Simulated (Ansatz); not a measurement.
Computed with Ansatz on PBE0-D4/def2-TZVP structures; ΔE is electronic, products minus reactants. CBS: MP2 limit from def2 TZ/QZ plus the TZ coupled-cluster correction, frozen cores. This one scheme is used for every species. DFT in def2-TZVPP. B3LYP here is the variant with VWN-RPA as its local correlation; programs differ in this. HSE06 is defined as in plane-wave codes. For Br outer-core shells are correlated without core-valence functions, which leaves a few kJ/mol of doubt a bond. Scalar relativity is left out up to krypton.

Consider the formal exchange of groups at the Si–F bond: `F[SiH](Br)Br` + CH₄ → `C[SiH](Br)Br` + H–F.

| level | ΔE (kJ/mol) | difference from CCSD(T)/CBS |
| --- | --- | --- |
| LDA (SPW92) | 123.6 | -3.8 |
| B97M-V | 142.7 | 15.3 |
| PBE0-D4 | 122.8 | -4.6 |
| B3LYP-D4 | 135.7 | 8.3 |
| r2SCAN0-D4 | 132.8 | 5.4 |
| HSE06-D4 | 122.6 | -4.8 |
| BHLYP-D4 | 138.4 | 11.0 |
| r2SCAN | 137.7 | 10.3 |
| PBE0 | 126.6 | -0.8 |
| B3LYP | 142.4 | 15.0 |
| CAM-B3LYP | 143.7 | 16.3 |
| HF/def2-SVP | 137.1 | 9.7 |
| MP2/def2-SVP | 128.0 | 0.6 |
| MP2/def2-QZVPP | 126.8 | -0.6 |
| HF/CBS(def2) | 151.6 | 24.2 |
| CCSD/CBS(def2) | 129.7 | 2.3 |
| CCSD(T)/CBS | 127.4 | 0 |

Problem. What do rigid-rotor, harmonic-oscillator terms from PBE0-D4/def2-TZVP frequencies (298.15 K, 1 bar) make of the CCSD(T)/CBS value? (Estimate.)

Solution. Ansatz gave: ΔZPE = -3.9 kJ/mol, ΔH = +125.0 kJ/mol, ΔS = 5 J/(mol·K), ΔG = +123.5 kJ/mol.

Largest T1 diagnostic among the species: 0.008.

In def2-TZVPP, CCSD(T) changes the Hartree–Fock value by −20.3 kJ/mol (the triples alone add −2.3 kJ/mol) and MP2 by −22.3 kJ/mol. The D4 term adds −6.8 kJ/mol with B3LYP and −3.8 kJ/mol with PBE0; it sums over pairs of atoms, weighted by their polarisabilities, and B3LYP, whose exchange is more repulsive, gets the larger term.

CCSD(T)/CBS has its own doubt, a few kJ/mol and more with outer-core shells, so smaller differences from it don't rank the levels.
